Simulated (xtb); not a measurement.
xtb input (GFN1-xTB):

```bash
xtb mol.xyz --gfn 1 --sp --chrg -1 --uhf 0
```
mol.xyz:
```
11

Ge     1.48916750     0.16349463     0.06461914
C     -0.41074475     0.02264813    -0.01753120
C     -1.38811642     0.97862649    -0.05535641
C     -2.62692843     0.27687570    -0.11155183
C     -2.41848038    -1.10102204    -0.10854792
O     -1.00583073    -1.21853631    -0.04842479
H      1.91803831     1.65364017     0.08945260
H      2.12891565    -0.49800814     1.31957777
H      2.23433137    -0.48741542    -1.13656015
H     -1.21752733     2.04677136    -0.04342820
H     -3.60485226     0.73870468    -0.15153188
```

End of the output:

```
         :::::::::::::::::::::::::::::::::::::::::::::::::::::
         ::                     SUMMARY                     ::
         :::::::::::::::::::::::::::::::::::::::::::::::::::::
         :: total energy             -17.659888441797 Eh    ::
         :: gradient norm              0.057204669823 Eh/a0 ::
         :: HOMO-LUMO gap              2.574664547367 eV    ::
         ::.................................................::
         :: SCC energy               -17.828396568692 Eh    ::
         :: -> electrostatic           0.126491138719 Eh    ::
         :: repulsion energy           0.172562628707 Eh    ::
         :: dispersion energy         -0.004054501812 Eh    ::
         :: halogen bond corr.         0.000000000000 Eh    ::
         :: add. restraining           0.000000000000 Eh    ::
         :: total charge              -1.000000000000 e     ::
         :::::::::::::::::::::::::::::::::::::::::::::::::::::

           -------------------------------------------------
          |                Property Printout                |
           -------------------------------------------------

    * Orbital Energies and Occupations

         #    Occupation            Energy/Eh            Energy/eV
      -------------------------------------------------------------
         1        2.0000           -0.5941742             -16.1683
       ...           ...                  ...                  ...
         4        2.0000           -0.4513532             -12.2819
         5        2.0000           -0.4111320             -11.1875
         6        2.0000           -0.4006519             -10.9023
         7        2.0000           -0.3805792             -10.3561
         8        2.0000           -0.3475124              -9.4563
         9        2.0000           -0.3281474              -8.9293
        10        2.0000           -0.3264092              -8.8820
        11        2.0000           -0.3227414              -8.7822
        12        2.0000           -0.2913588              -7.9283
        13        2.0000           -0.2808801              -7.6431
        14        2.0000           -0.2520024              -6.8573
        15        2.0000           -0.1939742              -5.2783
        16        2.0000           -0.1618697              -4.4047 (HOMO)
        17                         -0.0672525              -1.8300 (LUMO)
        18                         -0.0603538              -1.6423
        19                         -0.0373043              -1.0151
        20                          0.0001510               0.0041
        21                          0.0124640               0.3392
        22                          0.0147071               0.4002
        23                          0.0264600               0.7200
        24                          0.0650659               1.7705
        25                          0.0766899               2.0868
        26                          0.0797564               2.1703
        27                          0.0985089               2.6806
       ...                                ...                  ...
        39                          0.8270378              22.5048
      -------------------------------------------------------------
                  HL-Gap            0.0946172 Eh            2.5747 eV
             Fermi-level           -0.1145611 Eh           -3.1174 eV

  Mulliken/CM5 charges         n(s)   n(p)   n(d)
     1Ge   -0.10721 -0.28817   1.367  2.343  0.398
     2C     0.14370  0.17512   1.049  2.807  0.000
     3C    -0.08005 -0.12810   1.064  3.016  0.000
     4C    -0.12080 -0.16898   1.045  3.076  0.000
     5C    -0.17428 -0.15576   1.380  2.794  0.000
     6O    -0.37001 -0.42582   1.710  4.660  0.000
     7H    -0.08015 -0.02249   1.080  0.000  0.000
     8H    -0.07259 -0.01567   1.073  0.000  0.000
     9H    -0.07259 -0.01567   1.073  0.000  0.000
    10H    -0.01671  0.03936   1.017  0.000  0.000
    11H    -0.04930  0.00618   1.049  0.000  0.000

Wiberg/Mayer (AO) data.
largest (>0.10) Wiberg bond orders for each atom

 ---------------------------------------------------------------------------
     #   Z sym  total        # sym  WBO       # sym  WBO       # sym  WBO
 ---------------------------------------------------------------------------
     1  32 Ge   4.336 --     2 C    1.101     7 H    0.937     9 H    0.927
                             8 H    0.927     5 C    0.145     3 C    0.127
                             6 O    0.124
     2   6 C    3.903 --     3 C    1.470     1 Ge   1.101     6 O    1.050
                             5 C    0.151
     3   6 C    3.984 --     2 C    1.470     4 C    1.309    10 H    0.957
                             1 Ge   0.127
     4   6 C    3.957 --     5 C    1.573     3 C    1.309    11 H    0.975
     5   6 C    2.946 --     4 C    1.573     6 O    1.022     2 C    0.151
                             1 Ge   0.145
     6   8 O    2.327 --     2 C    1.050     5 C    1.022     1 Ge   0.124
     7   1 H    0.994 --     1 Ge   0.937
     8   1 H    0.995 --     1 Ge   0.927
     9   1 H    0.995 --     1 Ge   0.927
    10   1 H    1.003 --     3 C    0.957
    11   1 H    1.023 --     4 C    0.975
 ---------------------------------------------------------------------------

Topologies differ in total number of bonds
Writing topology from bond orders to xtbtopo.mol

 dipole moment from electron density (au)
     X       Y       Z
   2.1285   1.4572   0.0976  total (Debye):    6.561

           -------------------------------------------------
          | TOTAL ENERGY              -17.659888441797 Eh   |
          | GRADIENT NORM               0.057204669823 Eh/α |
          | HOMO-LUMO GAP               2.574664547367 eV   |
           -------------------------------------------------

------------------------------------------------------------------------
------------------------------------------------------------------------
 total:
 SCF:
Note: The following floating-point exceptions are signalling: IEEE_DENORMAL
normal termination of xtb
```

It need not be the lowest isomer of its formula. Whether it binds its extra electron was not tested at this geometry.
